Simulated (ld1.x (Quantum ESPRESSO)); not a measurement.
## iodine (I) TM: all-electron and pseudo phase curves

```
Element                 : iodine
Generator               : ld1.x (Quantum ESPRESSO) 7.5
Type                    : norm-conserving Troullier–Martins (Kleinman–Bylander form)
Functional              : LDA (PZ)
Relativity              : scalar-relativistic
Frozen core             : [Kr] 4d10
Valence charge          : 7
Reference configuration : 5s2 5p5
Partial waves           : 5s (bound): rc 1.30 bohr; 5d channel at 0.4 Ry: rc 1.85 bohr; 5p (bound): rc 2.14 bohr
Local potential         : the p channel
Core correction         : Bessel-smoothed model core, default radius (core density twice the valence density)
```

The phase is arctan(r·u′/u) with u = r·R(r), unwrapped; energies in Ry, scanned from -3 to 5 Ry. A pole is an energy at which the radial function vanishes at the test radius. The pseudo phase is shifted by a multiple of π to meet the all-electron one at the reference energy, and phase errors are pseudo minus all-electron; the curves can meet again beyond the range given. Levels narrower than the energy grid can be missing from the lists of poles.

| channel | radius (bohr) | reference energy (Ry) | poles, all-electron | poles, pseudo | unbroken range about the reference energy with phases within 0.05 rad | phase error 1 Ry above the reference energy (rad) |
| --- | --- | --- | --- | --- | --- | --- |
| s | 2.34 | -1.30 | 0.19 | 0.12, 3.85 | below 1.6 | -0.005 |
| p | 2.34 | -0.53 | 1.75 | 1.66 | below 3.8 | -0.004 |
| d | 2.34 | 0.40 | 4.43 | 4.05 | the whole range | -0.033 |

Note: ghost state, extra bound levels that the all-electron valence spectrum of the same l lacks: d at -125.0 eV. A true bound ghost makes a file unfit for plane-wave use.

Phases in the d channel:

```csv
E (Ry),all-electron,pseudo
-3.00,1.358,1.329
-2.52,1.326,1.309
-2.04,1.296,1.284
-1.56,1.259,1.250
-1.08,1.210,1.204
-0.60,1.139,1.134
-0.12,1.022,1.020
0.36,0.801,0.801
0.84,0.316,0.310
1.32,-0.482,-0.512
1.80,-1.012,-1.045
2.28,-1.254,-1.283
2.76,-1.380,-1.408
3.24,-1.458,-1.485
3.72,-1.512,-1.540
4.20,-1.554,-1.584
4.68,-1.588,-1.621
```
